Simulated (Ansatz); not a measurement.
Input for Ansatz (an electronic-structure program): R-B97M-V/def2-TZVPPD on GaH3 (SMILES [GaH3]). Files ending in .json are basis or fitting sets from the Basis Set Exchange.

Ansatz 0.2 input:
```yaml
crystal:
  periodic: [false, false, false]
  atoms:
    - {symbol: Ga, position_ang: [-0.06008883, -0.85086794, 0.70335088]}
    - {symbol: H, position_ang: [-1.29184569, 0.02847900, 0.26727584]}
    - {symbol: H, position_ang: [-0.34587416, -2.20267583, 1.47657984]}
    - {symbol: H, position_ang: [1.33152400, -0.68724886, -0.02212534]}
basis:
  gaussian:
    orbitals: def2-TZVPPD.json
hamiltonian:
  xc: {name: B97M-V}
scf: {lower_state_search: off}
```

The head of its log:

```
WARN ansatz: RAYON_NUM_THREADS=1 ignored (pool sized by the plan → 1); use --threads N
Functional definition: B97M-V
these checks for a lower state are left out or cut short: stability, starts, cluster_reference, orbital_swaps, neighbouring_geometries, increment
integrals: 0.03 GiB planned
553 factors; their error is unknown
mean field: 0.29 GiB planned
mean field evaluation 1: about -52415.0026 eV, gradient 2.4e1 eV
mean field evaluation 2: about -52415.1571 eV, gradient 3.2e1 eV
```

Problem. What total energy does the run end on?

Solution. -1926.2543 hartree.
